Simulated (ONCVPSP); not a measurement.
# tellurium (Te): one change to an ONCV potential, before and after

Te (Z = 52), optimised norm-conserving Vanderbilt (ONCV), made with ONCVPSP 4.0.1 (LDA (Perdew-Wang 92), non-relativistic). Core [Ar] 3d10, reference 4s2 4p6 4d10 5s2 5p2 (charge +2). Waves: 4s+5s: rc 1.50 bohr, ncon 4, nbas 8, qcut 10 1/bohr, 3 projectors, debl 0.8 Ha; 4p+5p: rc 1.15 bohr, ncon 3, nbas 7, qcut 12.8 1/bohr, 2 projectors; 4d: rc 1.30 bohr, ncon 4, nbas 8, qcut 10.2 1/bohr, 1 projector. Local part: polynomial inside 0.95 bohr (lpopt 5, dvloc0 3 Ha). Core correction: polynomial model core, fcfact 0.2.

In the s channel the program set the typed energies aside and used -6.283, -1.161, 0.250 Ha.

Change: p: qcut 14.8.

Cutoffs: the cutoffs (Ha) at which the residual kinetic energy of the hardest occupied pseudo-wave falls to 1 and 0.1 mHa per electron; they do not see the model core or the augmentation charge, which bear on the density cutoff. Errors are all-electron minus pseudo energies relative to the spin-unpolarised reference configuration.

**Question.** How do hardness, ghosts and transferability respond?

**Answer.** The potential gets harder (54 Ha and 64 Ha → 69 Ha and 82 Ha); the errors of the 4 common tests hardly move; neither file shows a bound ghost. The waves are optimised to have the least kinetic energy above qcut, so the cutoff follows it (qcut²/2 in Ha).

```tsv
quantity	base	changed
cutoff, loose	54 Ha	69 Ha
cutoff, tight	64 Ha	82 Ha
loose cutoff by channel	s 32 Ha, p 54 Ha, d 44 Ha	s 32 Ha, p 69 Ha, d 44 Ha
bound ghosts	none	none
GHOST(+) flags under 300 eV	none	none
error for 4s2 4p6 4d10 5s2 5p4, meV [ΔE -28.08 eV]	+0.1	+0.1
error for 4s2 4p6 4d10 5s2 5p3, meV [ΔE -18.14 eV]	0.0	0.0
error for 4s2 4p6 4d10 5s2 5p1, meV [ΔE 27.11 eV]	0.0	+0.1
error for 4s2 4p6 4d10 5s2 5p3.5, meV [ΔE -24.08 eV]	0.0	+0.1
s: phases at 1.52 bohr within 0.05 rad from the reference energy up to (Ha; the scan ends near 5)	to the end of the scan	to the end of the scan
p: phases at 1.17 bohr within 0.05 rad from the reference energy up to (Ha; the scan ends near 5)	to the end of the scan	to the end of the scan
d: phases at 1.32 bohr within 0.05 rad from the reference energy up to (Ha; the scan ends near 5)	3.6	3.6
rms error of d²Exc/dni dnj with the model core, mHa	0.94	1.00
```
